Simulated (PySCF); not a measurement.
C5H5Cl, SMILES C1=CC=C(C1)Cl.

Coordinates come from a ωB97X-D3(BJ)/def2-SVP optimisation. Other conformers were not sampled.

Method: TDA-ωB97X/def2-SVPD in PySCF 2.14.0.

Vertical excitations.  State labels are in the subgroup Cs.

Computed excitation energies, oscillator strengths and character:
```csv
state,symmetry,energy (eV),λ (nm),f,main pairs
S1,A',5.33,233,0.199,HOMO→LUMO 96 %
S2,A",6.63,187,0.004,"HOMO→LUMO+1 65 %, HOMO→LUMO+2 14 %"
S3,A",6.88,180,0.005,"HOMO→LUMO+2 55 %, HOMO→LUMO+1 24 %, HOMO→LUMO+8 11 %"
S4,A",7.13,174,0.000,HOMO−2→LUMO 89 %
S5,A',7.14,174,0.006,"HOMO−1→LUMO 48 %, HOMO→LUMO+5 42 %"
S6,A",7.71,161,0.016,HOMO→LUMO+4 65 %
S7,A",7.98,155,0.001,HOMO→LUMO+3 84 %
S8,A',8.22,151,0.376,"HOMO→LUMO+5 41 %, HOMO−1→LUMO 36 %, HOMO−3→LUMO 8 %"
S9,A",8.27,150,0.000,"HOMO−4→LUMO 71 %, HOMO→LUMO+8 13 %"
S10,A",8.36,148,0.001,"HOMO→LUMO+8 35 %, HOMO→LUMO+6 29 %, HOMO−4→LUMO 20 %"
T1,A',3.05,406,0,HOMO→LUMO 92 %
T2,A',4.92,252,0,"HOMO−1→LUMO 46 %, HOMO→LUMO+5 37 %, HOMO→LUMO+7 8 %"
T3,A",6.20,200,0,"HOMO→LUMO+2 39 %, HOMO→LUMO+1 22 %, HOMO→LUMO+9 10 %, HOMO→LUMO+12 8 %"
T4,A",6.89,180,0,"HOMO→LUMO+1 65 %, HOMO→LUMO+2 23 %"
```
Triplets are in the Tamm–Dancoff approximation.
